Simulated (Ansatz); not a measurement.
Two structures, one formula

The two ends of one reaction step of BH3ClO2F, singlet (PBE0-D4/def2-TZVP).

A:

B1  (-0.704, -0.294, -0.329)
F2  (2.550, 0.753, 0.769)
O3  (-0.824, 0.242, -1.554)
O4  (-0.691, -1.628, -0.177)
H5  (1.662, 0.867, 1.013)
Cl6  (-0.581, 0.783, 1.120)
H7  (-0.817, 1.201, -1.572)
H8  (-0.595, -1.924, 0.730)
(Å)

B:

B1  (-0.041, -0.532, -0.723)
F2  (0.794, 0.141, 0.106)
O3  (-0.520, 0.069, -1.830)
O4  (-0.388, -1.804, -0.441)
H5  (0.440, 1.314, 1.744)
Cl6  (-0.073, 1.980, 2.714)
H7  (-0.216, 0.972, -1.939)
H8  (0.004, -2.139, 0.368)
(Å)

Program: Ansatz 0.2.0. Basis: def2-TZVPP. Cores are frozen in the correlated methods. B3LYP uses VWN-RPA correlation.

(1) Which structure is lower at CCSD(T), and by how much? (An estimate is asked for; the value comes from the calculation.)

No T1 diagnostic of these runs exceeds 0.011.

## Answers

(1) By the calculation: B, by 54.0 kJ/mol (electronic energy, against the other). By their contacts, A is a complex of BH₂ClO₂ ([OH][B]([OH])[Cl]) + HF and B is a complex of BH₂O₂F ([OH][B]([OH])[F]) + HCl.

All methods give the same order:

```json
{"method": "SPW92", "E(B) − E(A) (kJ/mol)": "-42.8"}
{"method": "PBE-D4", "E(B) − E(A) (kJ/mol)": "-40.6"}
{"method": "BLYP-D4", "E(B) − E(A) (kJ/mol)": "-49.0"}
{"method": "r2SCAN-D4", "E(B) − E(A) (kJ/mol)": "-49.5"}
{"method": "B97M-V", "E(B) − E(A) (kJ/mol)": "-55.6"}
{"method": "PBE0-D4", "E(B) − E(A) (kJ/mol)": "-45.2"}
{"method": "B3LYP-D4", "E(B) − E(A) (kJ/mol)": "-52.9"}
{"method": "r2SCAN0-D4", "E(B) − E(A) (kJ/mol)": "-51.5"}
{"method": "BHLYP-D4", "E(B) − E(A) (kJ/mol)": "-59.6"}
{"method": "CAM-B3LYP-D4", "E(B) − E(A) (kJ/mol)": "-58.6"}
{"method": "wB97X-V", "E(B) − E(A) (kJ/mol)": "-51.6"}
{"method": "wB97M-V", "E(B) − E(A) (kJ/mol)": "-51.0"}
{"method": "B2PLYP", "E(B) − E(A) (kJ/mol)": "-55.1"}
{"method": "PBE-QIDH", "E(B) − E(A) (kJ/mol)": "-48.9"}
{"method": "RPA on PBE", "E(B) − E(A) (kJ/mol)": "-56.3"}
{"method": "HF", "E(B) − E(A) (kJ/mol)": "-74.0"}
{"method": "MP2", "E(B) − E(A) (kJ/mol)": "-47.1"}
{"method": "CCSD", "E(B) − E(A) (kJ/mol)": "-58.2"}
{"method": "CCSD(T)", "E(B) − E(A) (kJ/mol)": "-54.0"}
```

Labels in which every atom is bracketed show which atoms are joined, not bond orders.

For scale, one of the runs: CCSD(T)/def2-TZVPP, 208 basis functions (an equivalent command: `ansatz run in.yaml --threads 4`). Hardware: 4 CPU threads, shared host. Wall time 64 s; peak host memory 3 GiB.
